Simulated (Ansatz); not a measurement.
Two isomers of CH9BOSi2: A = `BCO[SiH2][SiH3]`, B = `C[SiH2]OB[SiH3]`.

Program: Ansatz. Geometries: PBE0-D4/def2-TZVP. ΔE: electronic, gas phase. CCSD(T)/CBS adds triple-zeta CCSD(T) − MP2 to the extrapolated MP2 energy (def2 sets, frozen cores). Functionals use def2-TZVPP. B3LYP here is the variant with VWN-RPA as its local correlation; programs differ in this. Each species was taken in one conformer, which may not be the lowest.

Task: Which is lower in electronic energy at CCSD(T)/CBS, and by how much? (An estimate is asked.)

Result: Computed: B, by 54.1 kcal/mol.

Task: Give E(B) − E(A) in kcal/mol with r2SCAN-D4, B3LYP, LDA (SPW92), PBE0-D4, CCSD(T)/def2-TZVPP, B3LYP-D4, B2PLYP. (An estimate is asked.)

Result: Ansatz gave: r2SCAN-D4 -53.3, B3LYP -53.0, LDA (SPW92) -52.3, PBE0-D4 -51.9, CCSD(T)/def2-TZVPP -54.1, B3LYP-D4 -52.7, B2PLYP -54.0. None reverses the order clearly.

Task: Does the order hold for the free energy at 298.15 K (harmonic terms from PBE0-D4)? (Best estimate.)

Result: The calculation gave: Yes: G(B) − G(A) = -52.8 kcal/mol, for one conformer each. Modes under 60 cm⁻¹, often nearly free rotors, make the harmonic entropy too high.

Largest T1 diagnostic: 0.013.

Leaving LDA and LC-ωPBE aside and taking each functional with its dispersion term where it has one, the values, not all of them listed here, spread over 3.5 kcal/mol, from B2PLYP to revPBE-D4. LDA lies −0.9 kcal/mol from PBE without D4. From PBE to PBE0 (25 % exact exchange), in def2-TZVPP and without D4, E(B) − E(A) moves by −0.7 kcal/mol.
